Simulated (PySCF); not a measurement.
PySCF input (M06-2X/6-31G* (5d)):

```python
from pyscf import gto, dft

mol = gto.M(
    atom='''
    O     1.15230197   -0.04300574    0.03429933
    C    -0.04514173    0.30991463    0.00244234
    O    -1.09223509   -0.36937562   -0.03754919
    H    -0.20968472    1.43956304    0.01134476
    ''',
    basis='6-31g*',
    charge=-1,
    spin=0,
    verbose=4,
)

mf = dft.RKS(mol, xc='m062x')
mf.grids.level = 4
mf.conv_tol = 1e-9
mf.max_cycle = 100
mf.max_memory = 1500
mf.kernel()
if not mf.converged:
    mf = mf.newton()
    mf.kernel(mf.make_rdm1())
mf.dip_moment()
```

Task: Predict the final energy.

Result: -189.09935 Eh.
